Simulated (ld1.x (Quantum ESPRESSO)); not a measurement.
What one change does to a pseudopotential (I (Z = 53), TM semilocal)

ld1.x (Quantum ESPRESSO) 7.5 input, shortened:

```
&input
   title='I', zed=53., rel=0, dft='PBE', iswitch=3,
   config='[Kr] 4d10 5s2 5p5'
 /
 &inputp
   pseudotype=1, tm=.true., lloc=0,
   nlcc=.true., new_core_ps=.true.
 /
2
5P  2  1   5.00   0.00  1.80  1.80  0.0
5S  1  0   2.00   0.00  1.65  1.65  0.0
 &test
   configts(1)='5s2 5p5'
 /
```

All-electron outer shells of the reference configuration (PBE, non-relativistic, ld1.x):

| shell | level (eV) | outermost node (bohr) | outermost maximum (bohr) |
| --- | --- | --- | --- |
| 4p | -124.67 | 0.38 | 0.73 |
| 4d | -52.68 | 0.35 | 0.77 |
| 5s | -16.02 | 0.92 | 1.79 |
| 5p | -7.15 | 0.97 | 2.05 |

Change: scalar-relativistic.

Cutoffs: the cutoffs (Ry, on a coarse ladder) from which the occupation-weighted sum of valence levels, in a spherical-Bessel basis at the reference potential, stays within 10 and 1 mRy of its value at 400 Ry; they do not see the model core or the augmentation charge, which bear on the density cutoff. Errors are all-electron minus pseudo energies relative to the spin-unpolarised reference configuration.

Q: Predict the effect on cutoff, ghosts and configuration errors.

A: The potential gets neither clearly harder nor softer (35 Ry and 70 Ry → 35 Ry and 70 Ry); of the 7 tests that both files solve, the error grows in 7 and shrinks in 0 by more than 15 % and 0.3 meV (median size 2.6 → 11.1 meV); neither file shows a bound ghost. A semilocal file is local in each channel, so a ghost entry of none says nothing of the separable form that plane-wave codes build from it.

```tsv
quantity	base	changed
cutoff, loose	35 Ry	35 Ry
cutoff, tight	70 Ry	70 Ry
bound ghosts	none	none
error for 5s2 5p4, meV [ΔE 11.17 → 11.13 eV]	+1.4	-2.6
error for 5s2 5p3, meV [ΔE 30.99 → 30.98 eV]	+2.6	-11
error for 5s2 5p2, meV [ΔE 60.20 → 60.31 eV]	-8.4	-42
error for 5s1 5p6, meV [ΔE 8.94 → 10.41 eV]	-3.9	-7.9
error for 5s2 5p4.5, meV [ΔE 4.56 → 4.53 eV]	+0.4	-1.0
error for 5s1 5p5, meV [ΔE 20.59 → 22.11 eV]	-2.0	-11
error for 5s2 5p1, meV [ΔE 99.41 → 99.73 eV]	-60	-129
s: phases at 1.96 bohr within 0.05 rad from the reference energy up to (Ry; the scan ends near 5)	3.8	4.3
p: phases at 1.96 bohr within 0.05 rad from the reference energy up to (Ry; the scan ends near 5)	4.1	4.4
```
